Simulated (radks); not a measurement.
All-electron atom: Ba+ in [Xe] 4f1 (not the ground configuration). Method: scalar-relativistic Kohn-Sham, LDA (Slater exchange, Perdew-Wang correlation), spin-unpolarised, spherical densities, finite nucleus; Fermi nuclear charge, rms radius 4.8378 fm; computed with a radial shooting solver on a logarithmic mesh with Libxc functionals.

Normalised radial functions P(r) = r R(r), r in bohr:

| r | 3d | 4d |
|---|---|---|
| 0.001449 | 0.0000 | 0.0000 |
| 0.001979 | 0.0001 | 0.0000 |
| 0.002725 | 0.0002 | 0.0001 |
| 0.003753 | 0.0004 | 0.0002 |
| 0.005168 | 0.0009 | 0.0004 |
| 0.007117 | 0.0022 | 0.0010 |
| 0.009723 | 0.0052 | 0.0024 |
| 0.01339 | 0.0125 | 0.0056 |
| 0.01844 | 0.0290 | 0.0131 |
| 0.02539 | 0.0657 | 0.0296 |
| 0.03469 | 0.1401 | 0.0629 |
| 0.04778 | 0.2883 | 0.1287 |
| 0.06579 | 0.5505 | 0.2433 |
| 0.09061 | 0.9526 | 0.4122 |
| 0.1248 | 1.4500 | 0.5991 |
| 0.1705 | 1.8640 | 0.6914 |
| 0.2348 | 1.9624 | 0.5275 |
| 0.3233 | 1.5881 | 0.0061 |
| 0.4452 | 0.9192 | -0.7067 |
| 0.6082 | 0.3563 | -1.1828 |
| 0.8376 | 0.0780 | -1.1461 |
| 1.153 | 0.0083 | -0.7226 |
| 1.588 | 0.0003 | -0.2962 |
| 2.188 | 0.0000 | -0.0738 |
| 2.989 | 0.0000 | -0.0105 |
| 4.116 | 0.0000 | -0.0006 |
| 5.668 | 0.0000 | 0.0000 |
| 7.805 | 0.0000 | 0.0000 |
| 10.66 | 0.0000 | 0.0000 |
| 14.68 | 0.0000 | 0.0000 |
| 20.22 | 0.0000 | 0.0000 |

3d: eigenvalue -767.20 eV, 0 radial nodes, <r> = 0.267 bohr, 90 % of the charge inside 0.418 bohr. 4d: eigenvalue -92.071 eV, 1 radial node at r = 0.324 bohr, <r> = 0.804 bohr, 90 % of the charge inside 1.21 bohr.
